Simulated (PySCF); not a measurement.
C6H3F2N3.
SMILES with atom numbers: `[N:1]#[C:2][c:3]1[cH:4][n:5][cH:6][c:7]([CH:8]([F:9])[F:10])[n:11]1` (hydrogens: H12 on C4; H13 on C6; H14 on C8)

Structure used (PBE0-D3(BJ)/def2-SVP), in Å, numbered top down from 1:
```
atom  x, y, z in Å
N1     2.7598   -2.8568    0.7098
C2     2.0794   -1.9390    0.5215
C3     1.2675   -0.7739    0.2927
C4     1.8396    0.5058    0.3270
N5     1.1069    1.5930    0.1183
C6    -0.1844    1.4167   -0.1226
C7    -0.7545    0.1354   -0.1561
C8    -2.2253   -0.0507   -0.4305
F9    -2.5346    0.4836   -1.6304
F10   -2.9479    0.6032    0.5025
N11   -0.0331   -0.9532    0.0502
H12    2.9078    0.6354    0.5279
H13   -0.7981    2.3066   -0.2959
H14   -2.4899   -1.1206   -0.4221
```

Linear response at B3LYP/def2-SVPD (PySCF, frozen core in the response, non-relativistic).

Static isotropic polarisability: 89.64 au (13.28 Å³), principal values 54.2, 86.6, 128.0 au.

(1) What is the polarisability at 1064 nm and at the sodium D line?

(2) What is the isotropic C6 coefficient between two such molecules, C6 = (3/π)∫α(iω)² dω?

(3) Which effective excitation energy ω̄ makes London's formula C6 = (3/4)α²ω̄ exact here?

(4) How anisotropic is the static polarisability, by Δα² = ½[(α1 − α2)² + (α2 − α3)² + (α3 − α1)²]?

(5) What n − 1 at the D line would an ideal gas of it have at 273.15 K and 1 atm (2.6868 × 10¹⁹ cm⁻³), by n − 1 = 2π·N·α′?

(6) How many electrons N does the Slater–Kirkwood formula C6 = (3/4)·√N·α^(3/2) need to give this C6?

(7) What molar refraction at the D line follows from R = (4π/3)·N_A·α′, with α′ the polarisability volume?

(8) What three-body coefficient follows from the one-pole estimate C9 = (3/4)·α·C6?

(9) The lowest 6 singlets have (eV, f): 3.84, 0.002; 4.23, 0.001; 5.08, 0.176; 5.38, 0.000; 5.69, 0.163; 5.84, 0.000. What share of the static polarisability do they carry in the sum over states α = Σ f/ω²?

## Answers

(1) 90.78 au at 1064 nm (+1.3 %), 93.66 au at 589.3 nm (+4.5 %). The rise at 589.3 nm is 3.51 times that at 1064 nm; a pure ω² law gives 3.26. The lowest singlet lies at 323 nm, shorter than both wavelengths.

(2) 3191 au (Eh·bohr⁶) by a ten-point quadrature over imaginary frequencies, which is 1910 eV·Å⁶ or 184 J·nm⁶/mol.

(3) ω̄ = 4·C6/(3α²) = 0.530 Eh = 14.4 eV. A one-pole form α(ω) = α/(1 − ω²/ω̄²) fitted to the 1064 nm value gives 10.4 eV.

(4) Δα = 64.1 au, or 0.71 of the isotropic value.

(5) 23.43 × 10⁻⁴, a formal value whether or not that pressure can be reached.

(6) N = (4·C6/3)²/α³ = 25.1; the species has 78 electrons in all.

(7) α′ = 13.88 Å³ gives R = 35.01 cm³/mol, for isolated, non-vibrating species.

(8) 215000 au. This is an estimate from the two numbers above, not a computed integral.

(9) 8.97 au, 10.0 % of α; the largest term, 5.07 au, is that of the state at 5.08 eV. Their oscillator strengths add up to 0.34. Higher states carry the rest.

One conformer stands for the species.
